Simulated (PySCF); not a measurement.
Basis-set dependence of population analyses: `CS[Si@H](C)C#N`

Species: C3H7NSSi.
Numbering: `[CH3:1][S:2][Si@H:3]([CH3:4])[C:5]#[N:6]` (hydrogens: H7, H8, H9 on C1; H10 on Si3; H11, H12, H13 on C4)

PBE0 throughout (PySCF), one geometry, spherical d and f functions. Isolated species at its PBE0-D3(BJ)/def2-SVP geometry (one conformer only). Atoms taken as equivalent share a column and are averaged. The first 7 of 9 kinds of atom are listed.

Mulliken charges (e):

| basis | functions | C1 | S2 | Si3 | C4 | C5 | N6 | H7/H8/H9 |
| --- | --- | --- | --- | --- | --- | --- | --- | --- |
| STO-3G | 45 | -0.317 | -0.012 | +0.633 | -0.398 | -0.138 | -0.205 | +0.090 |
| 6-31G | 76 | -0.763 | -0.055 | +0.776 | -0.826 | -0.108 | -0.289 | +0.225 |
| pcSseg-0 | 76 | -0.916 | -0.198 | +1.164 | -1.181 | -0.237 | -0.390 | +0.294 |
| 6-31G* | 106 | -0.705 | -0.109 | +0.553 | -0.778 | +0.005 | -0.275 | +0.229 |
| cc-pVDZ | 127 | -0.203 | -0.182 | +0.410 | -0.267 | -0.167 | -0.117 | +0.097 |
| def2-SVP | 127 | -0.190 | -0.256 | +0.536 | -0.343 | -0.252 | -0.070 | +0.104 |
| aug-cc-pVDZ | 209 | +0.186 | -0.135 | +0.771 | +0.452 | -0.040 | -0.403 | -0.137 |
| 6-311+G(2d,p) | 220 | -0.631 | +0.020 | +0.649 | -0.726 | -0.152 | -0.244 | +0.189 |
| def2-TZVP | 240 | -0.365 | -0.183 | +0.334 | -0.485 | -0.219 | -0.036 | +0.159 |
| cc-pVTZ | 286 | -0.287 | -0.174 | +0.387 | -0.383 | -0.192 | -0.076 | +0.125 |
| IGLO-III | 298 | -0.537 | -0.242 | +0.881 | -0.598 | -0.026 | -0.330 | +0.171 |
| pcSseg-2 | 328 | -0.137 | -0.178 | +0.550 | -0.288 | -0.181 | -0.137 | +0.082 |

IAO charges (e):

| basis | functions | C1 | S2 | Si3 | C4 | C5 | N6 | H7/H8/H9 |
| --- | --- | --- | --- | --- | --- | --- | --- | --- |
| STO-3G | 45 | -0.486 | -0.026 | +0.747 | -0.637 | -0.188 | -0.155 | +0.136 |
| 6-31G | 76 | -0.512 | -0.148 | +0.711 | -0.703 | -0.151 | -0.182 | +0.174 |
| pcSseg-0 | 76 | -0.506 | -0.154 | +0.729 | -0.708 | -0.156 | -0.182 | +0.173 |
| 6-31G* | 106 | -0.495 | -0.157 | +0.827 | -0.710 | -0.171 | -0.190 | +0.165 |
| cc-pVDZ | 127 | -0.490 | -0.154 | +0.824 | -0.707 | -0.172 | -0.187 | +0.163 |
| def2-SVP | 127 | -0.481 | -0.154 | +0.833 | -0.701 | -0.174 | -0.185 | +0.160 |
| aug-cc-pVDZ | 209 | -0.497 | -0.159 | +0.829 | -0.719 | -0.161 | -0.203 | +0.167 |
| 6-311+G(2d,p) | 220 | -0.505 | -0.156 | +0.855 | -0.730 | -0.168 | -0.204 | +0.168 |
| def2-TZVP | 240 | -0.508 | -0.155 | +0.865 | -0.734 | -0.172 | -0.202 | +0.168 |
| cc-pVTZ | 286 | -0.506 | -0.158 | +0.854 | -0.731 | -0.171 | -0.199 | +0.168 |
| IGLO-III | 298 | -0.509 | -0.151 | +0.860 | -0.734 | -0.170 | -0.204 | +0.168 |
| pcSseg-2 | 328 | -0.507 | -0.156 | +0.860 | -0.733 | -0.171 | -0.202 | +0.168 |

Hirshfeld charges (e):

| basis | functions | C1 | S2 | Si3 | C4 | C5 | N6 | H7/H8/H9 |
| --- | --- | --- | --- | --- | --- | --- | --- | --- |
| STO-3G | 45 | -0.042 | -0.072 | +0.440 | -0.114 | -0.083 | -0.181 | +0.020 |
| 6-31G | 76 | -0.089 | -0.118 | +0.356 | -0.178 | -0.054 | -0.184 | +0.052 |
| pcSseg-0 | 76 | -0.098 | -0.090 | +0.382 | -0.183 | -0.055 | -0.183 | +0.046 |
| 6-31G* | 106 | -0.085 | -0.116 | +0.342 | -0.180 | -0.038 | -0.194 | +0.054 |
| cc-pVDZ | 127 | -0.102 | -0.080 | +0.360 | -0.193 | -0.046 | -0.189 | +0.050 |
| def2-SVP | 127 | -0.106 | -0.069 | +0.362 | -0.197 | -0.041 | -0.194 | +0.050 |
| aug-cc-pVDZ | 209 | -0.120 | -0.067 | +0.372 | -0.209 | -0.043 | -0.203 | +0.054 |
| 6-311+G(2d,p) | 220 | -0.112 | -0.070 | +0.364 | -0.199 | -0.042 | -0.206 | +0.053 |
| def2-TZVP | 240 | -0.114 | -0.070 | +0.360 | -0.203 | -0.040 | -0.203 | +0.054 |
| cc-pVTZ | 286 | -0.114 | -0.073 | +0.361 | -0.203 | -0.039 | -0.201 | +0.054 |
| IGLO-III | 298 | -0.121 | -0.052 | +0.365 | -0.207 | -0.040 | -0.209 | +0.052 |
| pcSseg-2 | 328 | -0.121 | -0.068 | +0.369 | -0.210 | -0.038 | -0.203 | +0.054 |

ESP-fitted charges (e):

| basis | functions | C1 | S2 | Si3 | C4 | C5 | N6 | H7/H8/H9 |
| --- | --- | --- | --- | --- | --- | --- | --- | --- |
| STO-3G | 45 | -0.354 | -0.154 | +0.592 | -0.606 | +0.159 | -0.371 | +0.124 |
| 6-31G | 76 | -0.400 | -0.316 | +0.556 | -0.688 | +0.208 | -0.401 | +0.174 |
| pcSseg-0 | 76 | -0.417 | -0.332 | +0.724 | -0.843 | +0.173 | -0.403 | +0.177 |
| 6-31G* | 106 | -0.521 | -0.223 | +0.468 | -0.635 | +0.176 | -0.372 | +0.201 |
| cc-pVDZ | 127 | -0.485 | -0.183 | +0.399 | -0.548 | +0.169 | -0.362 | +0.187 |
| def2-SVP | 127 | -0.447 | -0.200 | +0.443 | -0.574 | +0.176 | -0.373 | +0.178 |
| aug-cc-pVDZ | 209 | -0.542 | -0.173 | +0.403 | -0.615 | +0.218 | -0.408 | +0.205 |
| 6-311+G(2d,p) | 220 | -0.573 | -0.161 | +0.402 | -0.620 | +0.205 | -0.401 | +0.213 |
| def2-TZVP | 240 | -0.524 | -0.166 | +0.415 | -0.629 | +0.205 | -0.400 | +0.198 |
| cc-pVTZ | 286 | -0.507 | -0.174 | +0.419 | -0.613 | +0.193 | -0.390 | +0.194 |
| IGLO-III | 298 | -0.578 | -0.139 | +0.369 | -0.600 | +0.220 | -0.406 | +0.212 |
| pcSseg-2 | 328 | -0.508 | -0.192 | +0.466 | -0.648 | +0.197 | -0.400 | +0.195 |

Some averages cover members that differ in this geometry, most widely: H7/H8/H9, ESP-fitted in aug-cc-pVDZ +0.177 to +0.245; H7/H8/H9, ESP-fitted in IGLO-III +0.184 to +0.253; H7/H8/H9, ESP-fitted in 6-311+G(2d,p) +0.185 to +0.253; H7/H8/H9, ESP-fitted in pcSseg-2 +0.168 to +0.236 e.

Question: Which scheme is steadiest as the basis changes?

Answer: Largest range over the bases for any column: Hirshfeld 0.10 e, IAO 0.15 e, ESP-fitted 0.36 e, Mulliken 1.63 e. Hirshfeld charges move least and Mulliken charges most, counted in e. Without the minimal STO-3G basis the ranges are Hirshfeld 0.07, IAO 0.15, ESP-fitted 0.36, Mulliken 1.63 e.

Question: How much do the charges still move between the two largest bases, IGLO-III and pcSseg-2?

Answer: At most, over all atoms: Mulliken 0.400 e, IAO 0.004 e, Hirshfeld 0.016 e, ESP-fitted 0.098 e.

Question: What do the same runs give for the total energy, the frontier levels and the dipole moment?

Answer: 
```json
{"basis": "STO-3G", "energy (Eh)": "-850.6732", "HOMO (eV)": "-3.91", "LUMO (eV)": "3.85", "μ (D)": "3.04"}
{"basis": "6-31G", "energy (Eh)": "-860.3746", "HOMO (eV)": "-7.25", "LUMO (eV)": "-0.54", "μ (D)": "2.83"}
{"basis": "pcSseg-0", "energy (Eh)": "-859.3173", "HOMO (eV)": "-7.55", "LUMO (eV)": "-0.79", "μ (D)": "2.94"}
{"basis": "6-31G*", "energy (Eh)": "-860.4865", "HOMO (eV)": "-7.23", "LUMO (eV)": "-0.58", "μ (D)": "2.85"}
{"basis": "cc-pVDZ", "energy (Eh)": "-860.5344", "HOMO (eV)": "-7.23", "LUMO (eV)": "-0.52", "μ (D)": "2.90"}
{"basis": "def2-SVP", "energy (Eh)": "-860.1823", "HOMO (eV)": "-7.27", "LUMO (eV)": "-0.58", "μ (D)": "2.91"}
{"basis": "aug-cc-pVDZ", "energy (Eh)": "-860.5495", "HOMO (eV)": "-7.35", "LUMO (eV)": "-0.88", "μ (D)": "3.13"}
{"basis": "6-311+G(2d,p)", "energy (Eh)": "-860.6004", "HOMO (eV)": "-7.36", "LUMO (eV)": "-0.93", "μ (D)": "3.16"}
{"basis": "def2-TZVP", "energy (Eh)": "-860.6177", "HOMO (eV)": "-7.37", "LUMO (eV)": "-0.82", "μ (D)": "3.12"}
{"basis": "cc-pVTZ", "energy (Eh)": "-860.6195", "HOMO (eV)": "-7.35", "LUMO (eV)": "-0.75", "μ (D)": "3.06"}
{"basis": "IGLO-III", "energy (Eh)": "-860.6185", "HOMO (eV)": "-7.32", "LUMO (eV)": "-0.84", "μ (D)": "3.21"}
{"basis": "pcSseg-2", "energy (Eh)": "-860.6311", "HOMO (eV)": "-7.40", "LUMO (eV)": "-0.90", "μ (D)": "3.09"}
```

The dipole is fixed by the density alone, so its range of 0.38 D shows that the density itself changes with the basis, not only its division among atoms.
